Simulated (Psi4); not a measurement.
Psi4 input (wB97X-D/6-311+G**):

```
memory 1500 MB

molecule {
1 1
O    -1.43507000   -0.71174500   -0.59820400
B    -0.41388200   -0.03087900   -0.10920300
O    -0.98485900    1.22846600    0.48452400
P     1.44175000   -0.38746500    0.16241100
H    -1.29212800   -1.56982300   -1.01592800
H    -1.94654400    1.39319400    0.44433100
H    -0.46215200    1.95840300    0.85356100
H     1.63272900   -0.88370800   -1.14836100
H     1.87068500    0.93453400   -0.11431500
symmetry c1
no_reorient
no_com
}

set {
  basis 6-311+G**
  reference rks
  scf_type df
  df_basis_scf def2-universal-jkfit
  dft_radial_points 99
  dft_spherical_points 590
  e_convergence 1e-8
  d_convergence 1e-7
  maxiter 150
}

e = energy('wb97x-d')
print_out(f'\nFINAL {e:.10f} DIPOLE {variable("CURRENT DIPOLE")[0]:.6f} {variable("CURRENT DIPOLE")[1]:.6f} {variable("CURRENT DIPOLE")[2]:.6f}\n')
```

From the output:

```
     105A      2.932163   106A      3.058649   107A      3.149376
     108A      3.250734   109A      3.428615   110A      3.573960
     111A      3.645582   112A      3.764226   113A      4.739683
     114A      4.849541   115A      5.061166   116A      5.264350
     117A      5.452407   118A      5.502245   119A      6.988114
     120A     13.854260   121A     13.878771   122A     13.943883
     123A     14.421251   124A     49.688117   125A     49.800820
     126A    163.218586

    Final Occupation by Irrep:
              A
    DOCC [    20 ]
    NA   [    20 ]
    NB   [    20 ]

  @DF-RKS Final Energy:  -519.46316325561622

   => Energetics <=

    Nuclear Repulsion Energy =            157.2062891527294823
    One-Electron Energy =               -1019.0331937547861116
    Two-Electron Energy =                 375.1825710286589128
    DFT Exchange-Correlation Energy =     -32.8163533228808575
    Empirical Dispersion Energy =          -0.0024763593376254
    VV10 Nonlocal Energy =                  0.0000000000000000
    Total Energy =                       -519.4631632556162231

Computation Completed

Properties will be evaluated at   0.000000,   0.000000,   0.000000 [a0]

Properties computed using the SCF density matrix

 Multipole Moments:

 ------------------------------------------------------------------------------------
     Multipole            Electronic (a.u.)      Nuclear  (a.u.)        Total (a.u.)
 ------------------------------------------------------------------------------------

 L = 1.  Multiply by 2.5417464519 to convert [e a0] to [Debye]
 Dipole X            :         -0.9993116           -0.0000038           -0.9993154
 Dipole Y            :          1.2733843           -0.0000038            1.2733805
 Dipole Z            :          0.0878233           -0.0000038            0.0878195
 Magnitude           :                                                    1.6210618

 ------------------------------------------------------------------------------------

FINAL -519.4631632556 DIPOLE -0.999315 1.273381 0.087820

*** Psi4 exiting successfully. Buy a developer a beer!
```

The dipole moment of an ion depends on the origin.

The geometry given is a B3LYP-D3(BJ)/def2-TZVP minimum.
